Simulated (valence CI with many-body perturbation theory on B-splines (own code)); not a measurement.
# Forbidden lines of Ho⁵¹⁺

Level of theory: configuration interaction combined with many-body perturbation theory (CI+MBPT): six valence electrons over a frozen Dirac-Fock core [Ne], radial functions for each j: 9 s, 9 p, 8 d, 6 f, 3 g, 1 h, with the one-electron correlation potential Σ1 (screened to all orders), the two-electron term Σ2, the three-electron term Σ3, Breit, model QED; selected single and double excitations, second order for the rest, scaled by the run's own slope (own B-spline code, finite nucleus).

No measured spectrum was set against this ion. As an estimate, large intervals hold to a few tenths of a per cent, small ones and those within an open d or f shell to about a per cent. Among the levels kept, up to 1100 cm⁻¹ of a level comes from second order outside the variational space, and about a tenth of that is noise between levels of different J, which matters for small intervals.

Lines 1 to 29 of 29 in falling wavelength, among levels below 510.39 eV, chosen from the decays that carry over 1 % of a level's rate. Wavelengths and rates use the calculated energies. Electric multipoles are in the length gauge with retardation, E1 and E2 with the static RPA response of the core. M1 uses the relativistic operator with retardation. Weak lines are less certain than strong ones. Lines between different terms over intervals too small for the method are left out, as are lines whose strength nearly cancels. The highest levels of a list are the least certain.

Levels are named by their leading jj configuration (3d3/2^4 stands for four electrons in 3d with j = 3/2), which in mixed levels can hold well under half, so a name can repeat and another be missing. Letters in brackets count levels of one name in rising energy.

| λ vac (Å) | Upper | Lower | Type | A (s⁻¹) | Branch % |
| --- | --- | --- | --- | --- | --- |
| 24240 | (3s^2 3p1/2^2 3p3/2 3d3/2) J=0 | (3s^2 3p1/2^2 3p3/2 3d3/2) J=1 | M1 | 2.65e+00 | 24.9 |
| 1656 | (3s^2 3p1/2^2 3p3/2 3d3/2) J=0 | (3s^2 3p1/2^2 3p3/2 3d3/2) J=2 | E2 | 1.15e-01 | 1.1 |
| 717.4 | (3s^2 3p1/2^2 3p3/2^2) J=0 | (3s^2 3p1/2^2 3p3/2^2) J=2 | E2 | 1.14e+01 | 100.0 |
| 267.6 | (3s^2 3p1/2^2 3p3/2 3d5/2) J=4 | (3s^2 3p1/2^2 3p3/2 3d3/2) J=3 | M1 | 6.27e+05 | 98.5 |
| 264.0 | (3s^2 3p1/2 3p3/2^2 3d5/2) J=4 [b] | (3s^2 3p1/2 3p3/2^2 3d3/2) J=4 | M1 | 1.84e+05 | 1.1 |
| 248.2 | (3s^2 3p1/2 3p3/2^2 3d5/2) J=5 | (3s^2 3p1/2 3p3/2^2 3d3/2) J=4 | M1 | 7.05e+05 | 4.2 |
| 226.2 | (3s^2 3p1/2 3p3/2^2 3d5/2) J=4 [b] | (3s^2 3p1/2 3p3/2^2 3d3/2) J=3 [a] | M1 | 4.71e+05 | 2.7 |
| 85.52 | (3s^2 3p1/2 3p3/2^2 3d3/2) J=4 | (3s^2 3p1/2^2 3p3/2 3d5/2) J=3 | M1 | 2.82e+05 | 1.8 |
| 68.50 | (3s^2 3p1/2 3p3/2^2 3d5/2) J=4 [a] | (3s^2 3p1/2^2 3p3/2 3d5/2) J=3 | M1 | 2.32e+07 | 27.6 |
| 64.59 | (3s^2 3p1/2 3p3/2^2 3d5/2) J=4 [b] | (3s^2 3p1/2^2 3p3/2 3d5/2) J=3 | M1 | 6.96e+06 | 40.3 |
| 63.60 | (3s^2 3p1/2 3p3/2^2 3d5/2) J=5 | (3s^2 3p1/2^2 3p3/2 3d5/2) J=3 | E2 | 2.13e+05 | 1.3 |
| 62.83 | (3s^2 3p1/2 3p3/2^3) J=1 | (3s^2 3p1/2^2 3p3/2^2) J=0 | M1 | 2.62e+07 | 24.6 |
| 60.99 | (3s^2 3p1/2 3p3/2^2 3d5/2) J=4 [a] | (3s^2 3p1/2^2 3p3/2 3d5/2) J=4 | M1 | 5.94e+07 | 70.7 |
| 59.04 | (3s^2 3p1/2 3p3/2^2 3d5/2) J=4 [b] | (3s^2 3p1/2^2 3p3/2 3d5/2) J=2 | E2 | 4.12e+05 | 2.4 |
| 58.05 | (3s^2 3p1/2 3p3/2^2 3d3/2) J=4 | (3s^2 3p1/2^2 3p3/2 3d3/2) J=3 | M1 | 1.41e+07 | 90.6 |
| 58.05 | (3s^2 3p1/2 3p3/2^2 3d3/2) J=4 | (3s^2 3p1/2^2 3p3/2 3d3/2) J=3 | E2 | 7.10e+05 | 4.6 |
| 58.01 | (3s^2 3p1/2^2 3p3/2 3d3/2) J=0 | (3s^2 3p1/2^2 3p3/2^2) J=2 | M2 | 7.86e+00 | 74.0 |
| 57.87 | (3s^2 3p1/2 3p3/2^2 3d5/2) J=4 [b] | (3s^2 3p1/2^2 3p3/2 3d5/2) J=4 | M1 | 8.55e+06 | 49.5 |
| 57.87 | (3s^2 3p1/2 3p3/2^2 3d5/2) J=4 [b] | (3s^2 3p1/2^2 3p3/2 3d5/2) J=4 | E2 | 4.82e+05 | 2.8 |
| 57.77 | (3s^2 3p1/2 3p3/2^3) J=1 | (3s^2 3p1/2^2 3p3/2^2) J=2 | M1 | 7.94e+07 | 74.6 |
| 57.08 | (3s^2 3p1/2 3p3/2^2 3d5/2) J=5 | (3s^2 3p1/2^2 3p3/2 3d5/2) J=4 | M1 | 1.52e+07 | 90.2 |
| 57.08 | (3s^2 3p1/2 3p3/2^2 3d5/2) J=5 | (3s^2 3p1/2^2 3p3/2 3d5/2) J=4 | E2 | 6.87e+05 | 4.1 |
| 56.01 | (3s^2 3p1/2 3p3/2^2 3d3/2) J=4 | (3s^2 3p1/2^2 3p3/2 3d3/2) J=2 | E2 | 3.47e+05 | 2.2 |
| 55.53 | (3s^2 3p1/2 3p3/2^3) J=2 | (3s^2 3p1/2^2 3p3/2^2) J=2 | M1 | 4.93e+07 | 96.6 |
| 55.53 | (3s^2 3p1/2 3p3/2^3) J=2 | (3s^2 3p1/2^2 3p3/2^2) J=2 | E2 | 1.26e+06 | 2.5 |
| 53.94 | (3s^2 3p3/2^4) J=0 | (3s^2 3p1/2 3p3/2^3) J=1 | M1 | 2.10e+08 | 21.8 |
| 51.79 | (3s^2 3p1/2 3p3/2^2 3d5/2) J=3 [b] | (3s^2 3p1/2^2 3p3/2 3d5/2) J=4 | M1 | 4.56e+07 | 2.4 |
| 49.67 | (3s^2 3p1/2 3p3/2^2 3d5/2) J=4 [a] | (3s^2 3p1/2^2 3p3/2 3d3/2) J=3 | M1 | 1.01e+06 | 1.2 |
| 47.63 | (3s^2 3p1/2^2 3p3/2 3d5/2) J=4 | (3s^2 3p1/2^2 3p3/2^2) J=2 | M2 | 9.72e+03 | 1.5 |
